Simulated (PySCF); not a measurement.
Compound: C6H12N2Si.
Numbering: `[CH:1]#[C:2][CH2:3][C@@H:4]([CH2:5][N:6]=[CH2:7])[NH:8][SiH3:9]` (hydrogens: H10 on C1; H11, H12 on C3; H13 on C4; H14, H15 on C5; H16, H17 on C7; H18 on N8; H19, H20, H21 on Si9)

Structure used (GFN2-xTB), in Å, numbered top down from 1:
```
atom  x, y, z in Å
C1    -2.945   -1.873    0.592
C2    -1.772   -1.741    0.395
C3    -0.357   -1.573    0.143
C4    -0.038   -0.177   -0.401
C5    -0.328    0.893    0.675
N6    -0.077    2.188    0.126
C7    -0.994    3.034    0.051
N8     1.323   -0.104   -0.870
Si9    2.697   -0.794   -0.095
H10   -3.971   -1.999    0.769
H11    0.201   -1.741    1.068
H12   -0.034   -2.312   -0.593
H13   -0.705    0.026   -1.255
H14   -1.359    0.775    1.046
H15    0.378    0.744    1.498
H16   -0.774    3.997   -0.386
H17   -2.017    2.869    0.410
H18    1.479    0.807   -1.279
H19    3.825   -0.271   -0.857
H20    2.868   -0.479    1.333
H21    2.590   -2.251   -0.217
```

Computed at PBE0/pcSseg-1 (PySCF, non-relativistic), with Q(14N) = 0.02044 b: N6, 14N (I = 1): χzz = -5.543 MHz, η = 0.463; N8, 14N (I = 1): χzz = -4.850 MHz, η = 0.345.

Q: Find the zero-field quadrupole resonance frequencies of 14N at N6.

A: From ν± = (3/4)|χ|(1 ± η/3) and ν0 = |χ|η/2: ν+ 4.800 MHz, ν− 3.515 MHz, ν0 1.284 MHz (imine nitrogen).

Q: Where would the pure quadrupole (NQR) lines of 14N at N8 fall for the rigid, isolated species?

A: From ν± = (3/4)|χ|(1 ± η/3) and ν0 = |χ|η/2: ν+ 4.056 MHz, ν− 3.219 MHz, ν0 0.837 MHz (silicon-bound nitrogen).

In a crystal, neighbours and librations shift these lines. GFN2-xTB bond lengths can be off by several hundredths of an ångström, more for odd bonds, and the gradients follow them. The basis is small and wasn't made for field gradients, so the couplings can be 20 % off.

One conformer stands for the species.
